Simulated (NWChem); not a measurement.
# C₂H₆Si, singlet; SMILES C[Si]C

Computed with NWChem. Pople sets run with spherical d functions. Low-valent species are run as closed-shell singlets; no triplet was tried in these runs. Geometry: optimised at PBE0/def2-SVP. Static field.

Question: What does the run give for BHandHLYP/6-31+G*? Quantities: isotropic polarisability (bohr³); anisotropy (bohr³).

Answer: 
```
Item                              Value
--------------------------------  -----
isotropic polarisability (bohr³)   56.3
anisotropy (bohr³)                 13.2
```
